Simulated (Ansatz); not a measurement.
Reaction (SMILES): CCCC(C)=O -> [CH2]C + [CH2]C(C)=O (the C-C bond at the site shown breaks; other sites are not compared here)
Geometries: B3LYP-D3(BJ)/def2-TZVP minima from Ansatz (a program for electronic structure), one conformer each, not searched for the lowest. Markedly spin-contaminated UHF reference, which strains HF, MP2 and, less, CCSD(T): [CH2]C(C)=O.

Property: bond dissociation energy (electronic energy difference), in kcal/mol. Cores are frozen in the correlated levels unless marked. Open shells are spin-unrestricted. Spin-orbit coupling is left out. Non-relativistic. 

```json
[
 {"level": "HF/STO-3G", "program": "Ansatz", "bond dissociation energy (kcal/mol)": "69.4"},
 {"level": "HF/6-31G", "program": "Ansatz", "bond dissociation energy (kcal/mol)": "50.6"},
 {"level": "BLYP-D3(BJ)/def2-TZVPD", "program": "Ansatz + dftd3", "bond dissociation energy (kcal/mol)": "80.0"},
 {"level": "BLYP/def2-TZVPD", "program": "Ansatz", "bond dissociation energy (kcal/mol)": "75.6"},
 {"level": "revPBE/def2-TZVPD", "program": "Ansatz", "bond dissociation energy (kcal/mol)": "76.8"},
 {"level": "r2SCAN-D4/def2-TZVPD", "program": "Ansatz + dftd4", "bond dissociation energy (kcal/mol)": "79.2"},
 {"level": "B3LYP-D4/def2-TZVPD", "program": "Ansatz + dftd4", "bond dissociation energy (kcal/mol)": "81.9"},
 {"level": "PBE0-D3(BJ)/def2-TZVPD", "program": "Ansatz + dftd3", "bond dissociation energy (kcal/mol)": "85.4"},
 {"level": "PBE0-D4/def2-TZVP", "program": "Ansatz + dftd4", "bond dissociation energy (kcal/mol)": "85.5"},
 {"level": "PBE0/def2-TZVP", "program": "Ansatz", "bond dissociation energy (kcal/mol)": "83.6"},
 {"level": "CAM-B3LYP-D3(BJ)/def2-TZVPD", "program": "Ansatz + dftd3", "bond dissociation energy (kcal/mol)": "84.0"},
 {"level": "CAM-B3LYP-D4/def2-TZVPD", "program": "Ansatz + dftd4", "bond dissociation energy (kcal/mol)": "84.2"},
 {"level": "B2GP-PLYP/def2-TZVPD", "program": "Ansatz", "bond dissociation energy (kcal/mol)": "86.2"},
 {"level": "PBE-QIDH/def2-TZVPD", "program": "Ansatz", "bond dissociation energy (kcal/mol)": "89.1"},
 {"level": "RPA@PBE/cc-pVTZ", "program": "Ansatz", "bond dissociation energy (kcal/mol)": "86.4"},
 {"level": "MP2/STO-3G", "program": "Ansatz", "bond dissociation energy (kcal/mol)": "112.6"},
 {"level": "SCS-MP2/cc-pVTZ", "program": "Ansatz", "bond dissociation energy (kcal/mol)": "98.5"},
 {"level": "CCSD/STO-3G", "program": "Ansatz", "bond dissociation energy (kcal/mol)": "100.3"},
 {"level": "CCSD/aug-cc-pVDZ", "program": "Ansatz", "bond dissociation energy (kcal/mol)": "84.9"},
 {"level": "CCSD(T)/6-31G", "program": "Ansatz", "bond dissociation energy (kcal/mol)": "79.2"}
]
```
